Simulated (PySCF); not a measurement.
One of the candidates below gave these computed data.

All candidates are C6H8ClF.

| technique | computed result |
| --- | --- |
| UV, first state | lowest singlet excitation: 5.90 eV (210 nm, f = 0.010) [TDDFT B3LYP/def2-SVPD] |
| Rotational structure | rotational constants A, B, C: 1.803, 1.612, 1.092 GHz [GFN2-xTB] |
| 1H NMR | chemical shifts (computed TMS as zero) by class: 7.82 (1 H), 7.62 (1 H), 4.79 (1 H), 4.79 (1 H), 3.37 (1 H), 1.36 (3 H) ppm [GIAO PBE0/pcSseg-1] |
| 13C NMR | chemical shifts (computed TMS as zero) by class: 132.4 (1 C), 132.3 (1 C), 86.1 (1 C), 75.9 (1 C), 25.1 (1 C), 20.5 (1 C) ppm [GIAO PBE0/pcSseg-1] |
| Polarisability | 82.7 au [B3LYP/def2-SVPD] |
| UV, strongest line | among the 8 lowest singlet transitions: S7 at 7.29 eV (170 nm, f = 0.041) [TDDFT B3LYP/def2-SVPD] |
| NMR, other nuclei | isotropic shieldings of nuclei other than C and H, by class: 410 (1 F), 851 (1 Cl) ppm [GIAO PBE0/pcSseg-1] |

The electronic properties come from PySCF, for the isolated species, density fitting. Levels stand in brackets. The structure is a single GFN2-xTB conformer in the gas phase; no vibrational or solvent corrections. Each NMR value is the plain mean over a class of atoms that symmetry, rotation or inversion makes alike.

**Question.** Which candidate is it?
A. `C=C[C@H](CF)C(=C)Cl`
B. `CC1([C@@H](Cl)CF)C=C1`
C. `FC1=C(Cl)CCCC1`

**Answer.** B. It is `CC1([C@@H](Cl)CF)C=C1`. Numbering: `[CH3:1][C:2]1([C@@H:3]([Cl:4])[CH2:5][F:6])[CH:7]=[CH:8]1`. Its formula, C6H8ClF, gives 2 degrees of unsaturation: 1 ring and 1 π bond in the structure found. 6 carbons fall into 6 classes; from least to most shielded: alkene CH carbon [C7] (132.4 ppm), alkene CH carbon [C8] (132.3 ppm), sp3 C–F carbon [C5] (86.1 ppm), sp3 C–Cl carbon [C3] (75.9 ppm), allylic carbon [C2] (25.1 ppm), methyl carbon [C1] (20.5 ppm). Hydrogen classes from least to most shielded: 1 H on an alkene CH carbon, C8 (7.82 ppm), 1 H on an alkene CH carbon, C7 (7.62 ppm), 1 H on an sp3 C–F carbon, C5 (4.79 ppm), 1 H on an sp3 C–F carbon, C5 (4.79 ppm), 1 H on an sp3 C–Cl carbon, C3 (3.37 ppm), 3 H on a methyl carbon, C1 (1.36 ppm, a mean of values up to 1.9 ppm apart in this geometry). The other shieldings belong to: 410 ppm, alkyl fluorine [F6]; 851 ppm, alkyl chlorine [Cl4]. S1 is mainly HOMO−1→LUMO (weight 0.75); the largest Löwdin shares of the orbital it empties are 0.30 on the allylic carbon, 0.18 on an alkene CH carbon, 0.17 on an alkene CH carbon and 0.08 on the alkyl chlorine, of the orbital it fills 0.32 on an alkene CH carbon, 0.31 on an alkene CH carbon, 0.07 on the alkyl chlorine and 0.06 on a vinylic hydrogen. The optimised geometry has point group C1 and is an asymmetric top.

The others, at the same levels:
- `FC1=C(Cl)CCCC1` fails: its computed 13C shifts are 165.6 (1 C), 122.1 (1 C), 35.6 (1 C), 31.4 (1 C), 27.3 (1 C), 26.3 (1 C) ppm, 1H shifts are 2.42 (2 H), 2.32 (2 H), 1.68 (2 H), 1.61 (2 H) ppm and rotational constant A is 2.581 GHz (against 1.803 GHz).
- `C=C[C@H](CF)C(=C)Cl` fails: its computed 13C shifts are 154.7 (1 C), 144.8 (1 C), 124.0 (1 C), 122.7 (1 C), 85.4 (1 C), 56.7 (1 C) ppm, 1H shifts are 6.00 (1 H), 5.71 (1 H), 5.62 (1 H), 5.55 (1 H), 5.12 (1 H), 5.06 (1 H), 4.89 (1 H), 3.36 (1 H) ppm and rotational constant A is 1.701 GHz (against 1.803 GHz).

Each candidate is one conformer, not necessarily the lowest. Dipoles, sizes and rotational constants follow the conformer. The torsions of the flexible species, by atom-mapped SMILES:
- `[CH3:1][C:2]1([C@@H:3]([Cl:4])[CH2:5][F:6])[CH:7]=[CH:8]1`: C1–C2–C3–Cl4 -66°, C2–C3–C5–F6 61°
- `[CH2:1]=[CH:2][C@H:3]([CH2:4][F:5])[C:6](=[CH2:7])[Cl:8]`: C1–C2–C3–C4 12°, C2–C3–C4–F5 168°, C2–C3–C6–C7 -123°

The conformers of `FC1=C(Cl)CCCC1` aren't listed.
